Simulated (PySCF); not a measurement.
In(H)(Cl)(Vi), C2H4ClIn, SMILES [CH]([InH][Cl])=C, PBE0/def2-SVP optimised geometry.

```
8

In    -1.30    -0.56     0.00
H     -2.58    -1.70     0.00
Cl    -2.04     1.70     0.00
C      0.83    -0.56     0.00
C      1.49     0.60     0.01
H      1.39    -1.50     0.00
H      2.58     0.65     0.01
H      0.96     1.56     0.01
```

Density from PBE0/def2-TZVP, def2 effective core potentials past Kr (PySCF) at that geometry. The core electrons that the potentials of In replace are not part of the density.

Minimum of the electron density along straight lines between bonded atoms, close to the bond critical point (lines longer than 1.1 times the sum of covalent radii, or with two minima, are not listed):

| bond | length / Å | ρ at the minimum / e bohr⁻³ | ∇²ρ there / e bohr⁻⁵ | position (fraction from the first atom) |
|---|---|---|---|---|
| In1–H2 | 1.713 | 0.108 | 0.10 | 0.64 |
| In1–Cl3 | 2.378 | ? | ? | 0.48 |
| In1–C4 | 2.128 | 0.105 | ? | 0.52 |
| C4–C5 | 1.338 | 0.346 | -1.04 | 0.50 |
| C4–H6 | 1.097 | 0.275 | -0.94 | 0.65 |
| C5–H7 | 1.098 | 0.276 | -0.96 | 0.65 |
| C5–H8 | 1.097 | 0.279 | -0.99 | 0.65 |

**Question.** What belongs in the gaps?

**Answer.** 
- In1–Cl3, ρ at the minimum / e bohr⁻³: 0.078
- In1–Cl3, ∇²ρ there / e bohr⁻⁵: 0.20
- In1–C4, ∇²ρ there / e bohr⁻⁵: 0.16
